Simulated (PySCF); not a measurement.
Species: C4H12NSi (doublet state).
Geometry (GFN2-xTB, Å), atoms numbered from 1 in this order:
```
atom  x, y, z in Å
C1    -0.661   -0.979    1.278
C2    -0.449   -0.077    0.045
C3    -1.642   -0.264   -0.919
N4    -0.328    1.294    0.523
C5     0.825   -0.455   -0.613
Si6    2.368    0.524   -0.349
H7    -1.615   -0.752    1.750
H8     0.139   -0.799    1.990
H9    -0.651   -2.026    0.988
H10   -1.724   -1.301   -1.233
H11   -2.572    0.025   -0.430
H12   -1.506    0.355   -1.805
H13   -0.282    1.936   -0.259
H14   -1.122    1.550    1.099
H15    0.807   -1.369   -1.186
H16    2.303    1.835   -1.016
H17    3.470   -0.238   -0.949
H18    2.632    0.745    1.075
```

The hyperfine couplings belong to this conformer and change with its torsions.

Identity: `CC(N)(C)[CH][SiH3]` [radical].

Computed with PySCF 2.14.0, UKS B3LYP, pcH-1 on C H N Si, non-relativistic, mean-field spin-orbit, GIAO. The structure is a single GFN2-xTB conformer in the gas phase; no vibrational or solvent corrections. The geometry wasn't refined by DFT: couplings that depend on bond lengths, twists or pyramidal angles can differ widely from those at the functional's own minimum. No stability test was run, so a lower SCF solution isn't excluded.

**Question.** The isotropic 13C couplings, averaged over equivalent nuclei, are +79.7, +52.3, -28.4 MHz. Assign them to C1/C3; C2; C5.

**Answer.** 
| site | a_iso (MHz) | ρ(0) (bohr⁻³) | position | distance from C5 (Å) | spin population | largest \|T\| (MHz) |
| --- | --- | --- | --- | --- | --- | --- |
| C1/C3 | +52.3 | +0.0465 | 2 bonds from C5 | 2.48 | +0.03 | 8.0 |
| C2 | -28.4 | -0.0252 | 1 bond from C5 | 1.48 | -0.07 | 2.1 |
| C5 | +79.7 | +0.0710 | largest spin population | 0.00 | +1.01 | 148.7 |

**Question.** The isotropic 1H couplings, averaged over equivalent nuclei, are -56.0, +45.6, +4.7, -0.6 MHz. Assign them to H7 (×6); H13/H14; H15; H16/H17/H18.

**Answer.** 
| site | a_iso (MHz) | ρ(0) (bohr⁻³) | position | distance from C5 (Å) | bound to | spin population there | largest \|T\| (MHz) |
| --- | --- | --- | --- | --- | --- | --- | --- |
| H7 (×6) | +4.7 | +0.0011 | γ, 3 bonds from C5 | 2.96 | C1/C3 | +0.03 | 6.1 |
| H13/H14 | -0.6 | -0.0001 | γ, 3 bonds from C5 | 2.97 | N4 | 0.00 | 5.1 |
| H15 | -56.0 | -0.0125 | α, 1 bond from C5 | 1.08 | C5 | +1.01 | 36.2 |
| H16/H17/H18 | +45.6 | +0.0102 | β, 2 bonds from C5 | 2.73 | Si6 | -0.04 | 5.5 |

ρ(0) is the spin density at the nucleus and T the dipolar tensor; a_iso includes a spin–orbit part; entries for several nuclei are means. Largest spin populations (Mulliken): C5 (+1.01) and C2 (-0.07). C5 is the only atom above +0.15. The positive populations add up to 1.16 and the negative ones to -0.16, together 2S = 1. The angles at C5 add up to 359.8°, so it is planar; its axial dipolar tensor and the negative coupling of its proton fit spin in a p orbital normal to that plane.

Examples of negative spin density at the nucleus (bohr⁻³): Si6 (-0.0567), C2 (-0.0252) and H15 (-0.0125).

Nuclei that the bonding pattern makes equivalent are averaged, as if the motion that swaps them (rotation, inversion, ring flip) were fast. The three 1H nuclei of mean +45.6 MHz run from -0.5 to 74.1 MHz in the frozen geometry. The six 1H nuclei of mean +4.7 MHz run from -2.5 to 26.8 MHz in the frozen geometry. The 13C value of +52.3 MHz is a mean of couplings from 38.3 to 66.2 MHz in this one geometry, not an average over conformers.
